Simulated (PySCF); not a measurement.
Structure from NMR data

Molecular formula: C7H8N2O. Simulated spectra:

1H NMR (500 MHz, computed): δ 9.81 (s, 1H), 7.35 (m, 1H), 6.68 (m, 1H), 5.52 (m, 1H), 1.42 (m, 2H), 0.96 (m, 2H).

13C{1H} NMR (computed): δ 178.6 (CH), 140.4 (C), 138.5 (CH), 118.3 (CH), 32.7 (CH), 10.9 (CH2, 2C).

One conformer, non-relativistic, fast rotation and ring inversion assumed for equivalent nuclei, isolated molecule. Shieldings: GIAO B97-2/pcSseg-1; geometry from PBE0-D3(BJ)/def2-SVP; PySCF.

Shifts are taken against calculated references (same method and geometry level): 1H (31.38 ppm), 13C (183.69 ppm) vs TMS.

Deduce the structure.

## Answers


- The formula gives 5 degrees of unsaturation (2 rings in the answer).
- 6 carbon signals for 7 carbons: some carbons are equivalent by symmetry or fast rotation.
- Carbon types of the structure: 1 × C, 4 × CH, 2 × CH2, which accounts for all hydrogens.
- δC 178.6: aldehyde carbonyl carbon; the double bond to the heteroatom, with no lone-pair donor beside it, deshields it most.
- δC 140.4: substituted aromatic carbon next to a ring nitrogen.
- δC 138.5: aromatic CH next to a ring nitrogen.
- δC 118.3: aromatic CH.
- δC 32.7, 10.9: three-membered-ring carbon.
- δH 9.81: hydrogen on an aldehyde carbonyl carbon; the formyl region, downfield of aromatic protons.
- δH 7.35: hydrogen on an aromatic CH next to a ring nitrogen; it sits in the deshielding region of the aromatic ring current.

The compound is SMILES O=Cc1ccnn1C1CC1.

The data come from this structure; uniqueness wasn't tested.

Shifts are as computed. Against solution values, carbons near 30 ppm lie about +1 ppm off and those near 130 ppm about +2 ppm. Of 1313 compounds with measured shifts, 239 miss one by over three times the rms of a fit or turn the order of signals round; such compounds aren't used in these exercises. No couplings were computed; multiplicities are counted from neighbouring protons, with m where these are inequivalent, close in shift, in a saturated or five-membered ring or joined by F or P, and br s for small geminal =CH2 splittings.
